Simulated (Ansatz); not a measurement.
System: SiHS, charge 1, singlet. SiHS+ (SMILES [Si]=[SH+]).
B3LYP-D3(BJ)/def2-TZVP minimum from Ansatz (a first-principles code):
```
S
H 1 1.3631
Si 1 2.0643 2 88.43
```
Charge +1, spin multiplicity 1.

Total energies in cc-pV(T+d)Z, 10 correlated electrons, 10 frozen orbitals. UHF or UKS for unpaired electrons; spin-orbit terms are left out. Correlated methods leave the cores frozen. No relativity.

```tsv
method	program	energy (Eh)	minus CCSDT(Q) (mEh)
HF	Ansatz	-686.79046	295.31
MP2	Ansatz	-687.03867	47.10
CCSD	Ansatz	-687.06920	16.56
CCSD(T)	Ansatz	-687.08360	2.17
CCSDT(Q)	Ansatz	-687.08577	0.00
```

Rough core times of Ansatz's runs on a shared machine: CCSD(T) under 20 s, CCSDT(Q) 3 min.
